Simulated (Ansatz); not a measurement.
Correlation energies of C2H3AlCl2, SMILES `C=[CH][Al]([Cl])[Cl]` by basis set

```xyz
8

C     0.1306    1.3778   -0.4405
C     0.0450    0.4868    0.5491
Al   -0.1310   -1.3864    0.1762
Cl   -0.2668   -2.8156    1.6898
Cl   -0.1914   -2.0471   -1.8044
H     0.2311    2.4454   -0.2562
H     0.1042    1.0810   -1.4861
H     0.0784    0.8581    1.5722
```

Total charge 0; spin multiplicity 1. Geometry: relaxed with PBE0-D4/def2-TZVP. It is one conformer, not always the lowest. Frozen core, restricted reference, Ansatz. CBS rows extrapolate triple and quadruple zeta; past MP2 they add the triple-zeta difference.

| basis | HF (Eh) | MP2 corr. |
| --- | --- | --- |
| def2-SVP | -1238.11661 | -0.57890 |
| def2-TZVPP | -1238.60293 | -0.76279 |
| def2-QZVPP | -1238.63859 | -0.82902 |

(1) Estimate the CCSD correlation energy and the (T) correction in each basis where they were run (hartree).

Results:

(1) 
| basis | CCSD corr. | (T) |
| --- | --- | --- |
| def2-SVP | -0.62872 | -0.01801 |
| def2-TZVPP | -0.81518 | -0.03637 |
| CBS(def2) | -0.93047 | as TZ |
